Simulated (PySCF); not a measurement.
Species: C5H4O3 (charge +1 and doublet state).
Cartesian coordinates in Å at the GFN2-xTB level; atoms count from 1:
```xyz
12
C5H4O3 angstrom
O      2.133    1.156    0.901
C      1.774    0.194    0.270
O      2.474   -0.739   -0.280
C      0.286    0.022    0.185
C     -0.705    1.012    0.065
C     -1.910    0.327    0.052
C     -1.582   -1.029    0.232
O     -0.277   -1.187    0.348
H      3.441   -0.643   -0.171
H     -0.532    2.066   -0.044
H     -2.896    0.731   -0.077
H     -2.206   -1.910    0.257
```

Structure optimised with GFN2-xTB, isolated species. This method treats the open shell by occupation alone, without spin polarisation.

Masses are those of the commonest isotopes; rigid-rotor values at the optimised geometry. The values belong to one conformer with, in the numbering `[O:1]=[C:2]([OH:3])[C+:4]1[CH:5][CH:6]=[CH:7][O:8]1`, O1–C2–O3–H 0°, O1–C2–C4–C5 37°.

(1) What are A, B and C (MHz)?

(2) Classify the top.

(3) What does the inertial defect say?

(4) Give the other two planar moments, Paa and Pbb, and the rms extents of the mass along the axes.

(5) Estimate the classical rotational partition function at 10 K, 298.15 K and 500 K.

Results:

(1) Ia = 97.69, Ib = 314.08, Ic = 390.88 u·Å²; 505379 MHz·u·Å²/I gives A = 5173, B = 1609, C = 1293 MHz.

(2) An asymmetric top: κ = (2 × 1609 − 5173 − 1293)/(5173 − 1293) = -0.84.

(3) Not planar: Δ = Ic − Ia − Ib = -20.89 u·Å². For a rigid frame Δ = −2 Σ m c², so Σ m c² = 10.44 u·Å² lies off the ab plane: 0.74 from hydrogen and 9.70 from heavier atoms. The atom farthest from that plane is 0.59 Å away.

(4) Paa = Σ m a² = (Ib + Ic − Ia)/2 = 303.64 and Pbb = Σ m b² = (Ia + Ic − Ib)/2 = 87.25 u·Å². With the mass M = 112.02 u, the rms extents √(P/M) along a, b and c are 1.65, 0.88, 0.31 Å.

(5) Point group C1, symmetry number σ = 1; q = (√π/σ)·√((kT/h)³/(ABC)), k/h = 20836.6 MHz/K: 1630 at 10 K, 265000 at 298.15 K, 575000 at 500 K.

For this open shell read J as N, the rotation without spin; fine and hyperfine splittings come on top. Not checked by GFN2-xTB frequencies. Zero-point vibration and centrifugal distortion are left out.

All values are computed, not measured.
